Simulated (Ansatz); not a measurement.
C2H6FNOSi (`COC(=N)[SiH2]F`), relaxed with RKS PBE0-D4/def2-TZVP in Ansatz 0.2.0 from a PBE-D4/def2-SVP geometry. The force threshold is 0.005 eV/Å; the program also tests the step.

The species carries charge 0 and has multiplicity 1.

Start:

```xyz
12

C    -0.676   -1.392   -1.461
O    -0.040   -1.018   -0.231
C    -0.001    0.308    0.044
N    -0.502    1.182   -0.749
Si    0.866    0.664    1.702
F     0.802    2.304    1.819
H    -0.615   -2.494   -1.514
H    -0.161   -0.928   -2.327
H    -1.733   -1.056   -1.476
H    -0.367    2.127   -0.357
H     2.302    0.235    1.690
H     0.125    0.068    2.861
```

(1) How much energy does the relaxation release, and in how many steps? (An estimate is asked.)

(2) Which bonds change most? (Estimate.)

(3) Give the relaxed structure. (Estimate.)

Results:

(1) Computed: 7.67 kJ/mol, in 7 steps, 1 of them rejected.

(2) Computed: Si5–F6 from 1.646 to 1.601 Å; Si5–H12 from 1.499 to 1.480 Å; Si5–H11 from 1.499 to 1.480 Å; C1–H8 from 1.109 to 1.091 Å.

(3) Ansatz gave: 
```xyz
12

C    -0.668   -1.378   -1.444
O    -0.041   -0.995   -0.224
C    -0.005    0.320    0.039
N    -0.501    1.172   -0.753
Si    0.856    0.668    1.685
F     0.820    2.259    1.852
H    -0.602   -2.463   -1.483
H    -0.156   -0.928   -2.296
H    -1.710   -1.054   -1.456
H    -0.382    2.115   -0.393
H     2.268    0.227    1.658
H     0.121    0.057    2.816
```
